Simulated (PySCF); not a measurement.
C₂H₅F₃Ge, SMILES FC(F)(F)[CH2][GeH3], GFN2-xTB optimised geometry.

```
11

F      2.15     0.25     0.00
C      0.81     0.25     0.00
F      0.43     1.54     0.00
F      0.43    -0.24     1.19
C      0.19    -0.50    -1.13
Ge    -1.76    -0.30    -0.88
H      0.51    -1.54    -1.07
H      0.54    -0.08    -2.07
H     -2.13     1.14    -0.97
H     -2.15    -0.87     0.44
H     -2.44    -1.06    -1.97
```

Density from B3LYP/def2-TZVP (PySCF 2.14.0) at that geometry.

Minimum of the electron density along straight lines between bonded atoms, close to the bond critical point (lines longer than 1.1 times the sum of covalent radii, or with two minima, are not listed):

```tsv
bond	length / Å	ρ at the minimum / e bohr⁻³	∇²ρ there / e bohr⁻⁵	position (fraction from the first atom)
F1–C2	1.341	0.286	-0.52	0.66
C2–F3	1.346	0.282	-0.52	0.34
C2–F4	1.346	0.282	-0.52	0.34
C2–C5	1.491	0.277	-0.76	0.54
C5–Ge6	1.979	0.122	0.10	0.53
C5–H7	1.089	0.279	-0.95	0.64
C5–H8	1.089	0.279	-0.95	0.64
Ge6–H9	1.487	0.146	0.09	0.60
Ge6–H10	1.487	0.146	0.09	0.60
Ge6–H11	1.493	0.143	0.09	0.60
```
